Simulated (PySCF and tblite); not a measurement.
Results of a calculation; reference values are marked as such.
Molecule: 2-ethyltetrahydrofuran, C6H12O, numbered as in [CH3:1][CH2:2][C@H:3]1[CH2:4][CH2:5][CH2:6][O:7]1; H are named by their carrier, a and b as at the first point (Å):

```
C1       2.500   -0.322    0.305
C2       1.375    0.702    0.228
C3       0.189    0.199   -0.602
C4      -0.576   -0.958    0.069
C5      -2.043   -0.567   -0.111
C6      -1.941    0.957   -0.111
O7      -0.755    1.247   -0.817
H1a      3.333    0.077    0.878
H1b      2.162   -1.237    0.784
H1c      2.857   -0.569   -0.692
H2a      1.742    1.619   -0.238
H2b      1.026    0.957    1.231
H3       0.556   -0.095   -1.595
H4a     -0.328   -0.999    1.130
H4b     -0.340   -1.919   -0.383
H5a     -2.687   -0.946    0.679
H5b     -2.415   -0.913   -1.075
H6a     -1.881    1.340    0.919
H6b     -2.764    1.455   -0.627
```

The ring 3–4–5–6–7 is held at Altona–Sundaralingam phase angles P (ν_j = ν_max cos(P + 144°(j − 2)), ν_j about the bond from ring atom j to j + 1, counted from 0) and the rest relaxed at GFN2-xTB. Energies: PBE0/pcSseg-1 + D3(BJ). Couplings: B3LYP/6-31G* with H pcJ-1, gas phase, for ¹H. Programs: tblite and PySCF.

Problem. How do the most sensitive couplings change along the phase angle P?

Solution. 
```json
{"phase angle P °": "0", "³J(H4b,H5a)": "0.0", "³J(H4a,H5b)": "12.1", "³J(H5b,H6a)": "11.5", "³J(H5a,H6b)": "-0.1", "³J(H3,H4a)": "7.4", "³J(H5a,H6a)": "4.7", "³J(H4b,H5b)": "9.0", "³J(H4a,H5a)": "8.3", "³J(H5b,H6b)": "7.7"}
{"phase angle P °": "72", "³J(H4b,H5a)": "7.5", "³J(H4a,H5b)": "2.0", "³J(H5b,H6a)": "7.1", "³J(H5a,H6b)": "3.1", "³J(H3,H4a)": "0.3", "³J(H5a,H6a)": "10.8", "³J(H4b,H5b)": "14.0", "³J(H4a,H5a)": "11.7", "³J(H5b,H6b)": "11.0"}
{"phase angle P °": "144", "³J(H4b,H5a)": "13.0", "³J(H4a,H5b)": "0.2", "³J(H5b,H6a)": "0.1", "³J(H5a,H6b)": "11.3", "³J(H3,H4a)": "0.2", "³J(H5a,H6a)": "9.3", "³J(H4b,H5b)": "8.1", "³J(H4a,H5a)": "7.8", "³J(H5b,H6b)": "6.5"}
{"phase angle P °": "216", "³J(H4b,H5a)": "7.6", "³J(H4a,H5b)": "1.9", "³J(H5b,H6a)": "0.2", "³J(H5a,H6b)": "10.9", "³J(H3,H4a)": "6.4", "³J(H5a,H6a)": "8.7", "³J(H4b,H5b)": "11.8", "³J(H4a,H5a)": "13.6", "³J(H5b,H6b)": "6.7"}
{"phase angle P °": "288", "³J(H4b,H5a)": "0.1", "³J(H4a,H5b)": "12.1", "³J(H5b,H6a)": "8.3", "³J(H5a,H6b)": "2.1", "³J(H3,H4a)": "9.8", "³J(H5a,H6a)": "9.5", "³J(H4b,H5b)": "8.9", "³J(H4a,H5a)": "9.6", "³J(H5b,H6b)": "11.8"}
```
Values in Hz.

Problem. Set ³J(H4b,H5a) against its H–C–C–H torsion.

Solution. 88°: 0.0 Hz, 90°: 0.1 Hz, 134°: 7.5 Hz, 135°: 7.6 Hz, 161°: 13.0 Hz.

Problem. With the energies 0.10, 1.18, 0.28, 0.10, 0.19 kcal/mol at these points, what are the Boltzmann averages at 298 K?

Solution. ³J(H4b,H5a) 4.9, ³J(H4a,H5b) 6.6, ³J(H5b,H6a) 5.4, ³J(H5a,H6b) 5.7, ³J(H3,H4a) 5.9, ³J(H5a,H6a) 8.0, ³J(H4b,H5b) 9.8, ³J(H4a,H5a) 10.1, ³J(H5b,H6b) 8.3 Hz, over these points alone; points not sampled, such as mirror images that interchange a and b, would even out couplings that symmetry makes equal.
